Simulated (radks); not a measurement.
Values are calculated unless marked as measured or tabulated.
Numerical settings for neutral thallium, [Hg] 6p1. Code: a radial shooting solver on a logarithmic mesh with Libxc functionals. Model: scalar-relativistic Kohn-Sham, SCAN, spin-polarised, spherical densities, finite nucleus; open shells are filled with parallel spins first (spin-orbit coupling, left out, can overturn this in heavy ions); meta-GGA in the generalised Kohn-Sham scheme; Fermi nuclear charge, rms radius 5.4759 fm. The defaults (mesh step 0.008 in ln r, mesh end at 40 bohr or more with all orbitals vanishing there, Anderson mixing 0.5 over 9 steps, residual threshold near 1e-9 with the energy settled to 1e-9 hartree or 1e-11 of itself, here a cap of 76 iterations) give E = -20243.792 hartree and 6p at -2.767 eV in 12 iterations. Run on one thread of a shared host, so times are rough (Intel(R) Xeon(R) 6975P-C): 0.21 s of CPU time, 0.21 s wall, 12 iterations on 2440 mesh points. Changes against that run (0 stands for a change within the tolerance of the run):

setting	iterations	converged	E (mhartree)	e(6p) (meV)	CPU (s)
mesh step in ln r 0.005	12	yes	+0.138	-0.00495	0.34
mesh step in ln r 0.08	4	no	diverged	-	0.04
mesh step in ln r 0.02	12	yes	-20	-0.00366	0.1
mesh end (bohr) 2	12	level above zero	+1.74e+04	+1.41e+05	0.19
mesh end (bohr) 8	12	yes	+5.89	+379	0.2
residual threshold 1e-16	76	no	0	0	0.66
residual threshold 0.01	11	yes	0	-0.0119	0.2
mixing 1.5	13	yes	0	0	0.26
linear mixing, mixing 1	9	no	diverged	-	0.43
linear mixing, mixing 0.8	76	no	+181	+608	1.6
mixing history 2	16	yes	-0.00127	+0.00501	0.26
iteration cap 2	2	no	+1.83e+03	-4.73e+03	0.06

Settled on a wrong energy, with an occupied level pushed above zero by the early mesh end: mesh end (bohr) 2 (+17.4 hartree). Apart from these: settings that end as converged yet miss the energy by more than 1 mhartree: mesh step in ln r 0.02 (-0.02 hartree); mesh end (bohr) 8 (+0.00589 hartree). A mesh that ends early acts as a hard wall.
